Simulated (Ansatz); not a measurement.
Calculated with Ansatz (gas phase, PBE0-D4/def2-TZVP geometries, no zero-point term in ΔE). CCSD(T)/CBS adds triple-zeta CCSD(T) − MP2 to the extrapolated MP2 energy (def2 sets, frozen cores). This one scheme is used for every species. Functionals use def2-TZVPP. B3LYP here is the variant with VWN-RPA as its local correlation; programs differ in this. Each species was taken in one conformer, which may not be the lowest.

`[SiH3]B[SiH3]` + `OCS` → `[SiH3]BOCS` + SiH₄  (cleavage of the B–Si bond)

| level | ΔE (kcal/mol) | difference from CCSD(T)/CBS |
| --- | --- | --- |
| PBE-D4 | -38.2 | 1.5 |
| r2SCAN-D4 | -39.7 | 0.0 |
| PBE0-D4 | -38.1 | 1.6 |
| B3LYP-D4 | -41.2 | -1.5 |
| ωB97X-V | -39.9 | -0.2 |
| ωB97M-V | -41.0 | -1.3 |
| B2PLYP | -41.9 | -2.2 |
| PBE | -38.1 | 1.6 |
| r2SCAN | -39.5 | 0.2 |
| PBE0 | -37.9 | 1.8 |
| B3LYP | -41.1 | -1.4 |
| HF/def2-TZVPP | -41.1 | -1.4 |
| MP2/def2-TZVPP | -42.3 | -2.6 |
| SCS-MP2/def2-TZVPP | -42.3 | -2.6 |
| CCSD/def2-TZVPP | -40.3 | -0.6 |
| CCSD(T)/def2-TZVPP | -40.9 | -1.2 |
| HF/def2-QZVPP | -41.2 | -1.5 |
| MP2/def2-QZVPP | -41.7 | -2.0 |
| SCS-MP2/def2-QZVPP | -41.7 | -2.0 |
| HF/CBS(def2) | -41.2 | -1.5 |
| MP2/CBS(def2) | -41.2 | -1.5 |
| CCSD/CBS(def2) | -39.2 | 0.5 |
| CCSD(T)/CBS | -39.7 | 0 |

Largest T1 diagnostic among the species: 0.014.
